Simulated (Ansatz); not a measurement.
Two members of one family (Series BiH2X), computed with Ansatz in the gas phase; def2 core potentials for Bi, no spin–orbit coupling. The two geometries come from different levels. Binding counts from free atoms in the multiplicity of their measured ground term, without zero-point energy. A dash marks a value that wasn't run or was left out as unsound. The structures are stationary points that may keep the symmetry of their start.

First: BiH2(CF3) (singlet, charge 0, r2SCAN-D4/def2-SVP geometry).

```xyz
7

Bi   -1.328    0.169   -0.856
H    -0.420   -0.953   -1.930
H    -1.822   -1.219    0.174
C     0.591    0.438    0.448
F     1.170   -0.711    0.815
F     0.298    1.120    1.573
F     1.510    1.157   -0.225
```

```json
{"level": "PBE-D4/def2-TZVP", "HOMO (eV)": "-6.89", "LUMO (eV)": "-1.90", "gap (eV)": "4.99", "vertical IE (eV)": "9.91", "vertical triplet (eV)": "4.48", "binding per atom (eV)": "3.37"}
{"level": "r2SCAN-D4/def2-TZVP", "HOMO (eV)": "-7.18", "LUMO (eV)": "-1.71", "gap (eV)": "5.47", "vertical IE (eV)": "10.03", "vertical triplet (eV)": "4.46", "binding per atom (eV)": "3.21"}
{"level": "PBE0-D4/def2-SVP", "HOMO (eV)": "-7.93", "LUMO (eV)": "-1.00", "gap (eV)": "6.93", "vertical IE (eV)": "–", "vertical triplet (eV)": "–", "binding per atom (eV)": "3.23"}
{"level": "BHLYP-D4/def2-TZVP", "HOMO (eV)": "-9.13", "LUMO (eV)": "-0.54", "gap (eV)": "8.59", "vertical IE (eV)": "–", "vertical triplet (eV)": "–", "binding per atom (eV)": "2.97"}
{"level": "ωB97X-V/def2-TZVP", "HOMO (eV)": "-10.23", "LUMO (eV)": "0.68", "gap (eV)": "10.91", "vertical IE (eV)": "–", "vertical triplet (eV)": "–", "binding per atom (eV)": "3.23"}
```

Second: BiH2(SiH3) (singlet, charge 0, PBE-D4/def2-TZVP geometry).

| atom | x (Å) | y (Å) | z (Å) |
| --- | --- | --- | --- |
| Bi1 | 0.3160 | 0.3905 | 1.7305 |
| H2 | -0.7649 | -1.0404 | 1.9517 |
| H3 | 1.7137 | -0.7160 | 1.4335 |
| Si4 | -0.2326 | 0.3321 | -0.8976 |
| H5 | -0.1135 | -1.0409 | -1.4763 |
| H6 | 0.7084 | 1.2440 | -1.6211 |
| H7 | -1.6271 | 0.8306 | -1.1207 |

Task: Estimate the same table for the second.

Result: 
```json
{"level": "PBE-D4/def2-TZVP", "HOMO (eV)": "-6.37", "LUMO (eV)": "-1.32", "gap (eV)": "5.04", "vertical IE (eV)": "9.21", "vertical triplet (eV)": "4.51", "binding per atom (eV)": "2.47"}
{"level": "r2SCAN-D4/def2-TZVP", "HOMO (eV)": "-6.59", "LUMO (eV)": "-1.04", "gap (eV)": "5.55", "vertical IE (eV)": "9.23", "vertical triplet (eV)": "4.53", "binding per atom (eV)": "2.46"}
{"level": "PBE0-D4/def2-SVP", "HOMO (eV)": "-7.30", "LUMO (eV)": "-0.39", "gap (eV)": "6.91", "vertical IE (eV)": "–", "vertical triplet (eV)": "–", "binding per atom (eV)": "2.41"}
{"level": "BHLYP-D4/def2-TZVP", "HOMO (eV)": "-8.09", "LUMO (eV)": "0.11", "gap (eV)": "8.20", "vertical IE (eV)": "–", "vertical triplet (eV)": "–", "binding per atom (eV)": "2.46"}
{"level": "ωB97X-V/def2-TZVP", "HOMO (eV)": "-9.35", "LUMO (eV)": "1.19", "gap (eV)": "10.54", "vertical IE (eV)": "–", "vertical triplet (eV)": "–", "binding per atom (eV)": "2.52"}
```
